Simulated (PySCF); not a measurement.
# Ionisation energy of P+ by level of theory

P+ [Ne] 3s2 3p2 (3P) → P(2+) [Ne] 3s2 3p1 (2P), as a difference of total energies. All numbers are calculated (PySCF 2.14, no relativity, point nucleus, in aug-cc-pV(Q+d)Z (7s6p5d3f2g, 89 functions)). Correlated levels: valence: [Ne] frozen. The calculations carry no spin-orbit coupling.

```
           method  ionisation energy (eV)
              UHF                  19.169
    MP2 (valence)                  19.655
SCS-MP2 (valence)                  19.565
   CCSD (valence)                  19.680
CCSD(T) (valence)                  19.721
```

A first-order spin-orbit estimate (lowest level to lowest level, LS coupling) adds -0.006 eV.

Errors of the correlated levels include the incompleteness of this basis and the frozen core.

Q: Which method comes closest to the reference value, and which is furthest?

A: The reference is 19.769 eV (semi-empirical (NIST evaluation); NIST Atomic Spectra Database, ionization energies). Closest: CCSD(T) (valence) (error -0.054 eV); furthest: UHF (error -0.607 eV), both after the spin-orbit estimate.
